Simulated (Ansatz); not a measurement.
`[Li][c]1ccccc1` and `CS(=O)(=O)Cc1ccccc1` differ in one atom or group.

Ansatz, PBE0-D4/def2-TZVP geometries, multiplicity 1. Each molecule was computed in one conformer, which needn't be the lowest.

```
                                        property  `[Li][c]1ccccc1`
           HOMO energy (ωB97M-V/def2-TZVPP) / eV             -7.82
           LUMO energy (ωB97M-V/def2-TZVPP) / eV             -0.66
size of the dipole moment (B3LYP/def2-TZVPP) / D              6.60
              LUMO energy (PBE0/def2-TZVPP) / eV             -1.17
               LUMO energy (PBE/def2-TZVPP) / eV             -1.69
            HOMO–LUMO gap (PBE0/def2-TZVPP) / eV              4.34
```

Task: What does the change do to each property? (An estimate is asked.)

Result: Computed: 
```csv
property,`CS(=O)(=O)Cc1ccccc1`,shift
HOMO energy (ωB97M-V/def2-TZVPP) / eV,-9.50,-1.68
LUMO energy (ωB97M-V/def2-TZVPP) / eV,1.18,1.84
size of the dipole moment (B3LYP/def2-TZVPP) / D,4.57,-2.03
LUMO energy (PBE0/def2-TZVPP) / eV,-0.79,0.38
LUMO energy (PBE/def2-TZVPP) / eV,-1.66,0.03
HOMO–LUMO gap (PBE0/def2-TZVPP) / eV,6.63,2.29
```

With PBE0 the HOMO falls by 1.91 eV and the LUMO rises by 0.38 eV, so the gap widens by about 2.29 eV. PBE moves the HOMO by -2.10 eV and ωB97M-V by -1.68 eV. Dipoles are sizes alone; their direction can turn.

B3LYP here is the variant with VWN-RPA as its local correlation; programs differ in this.
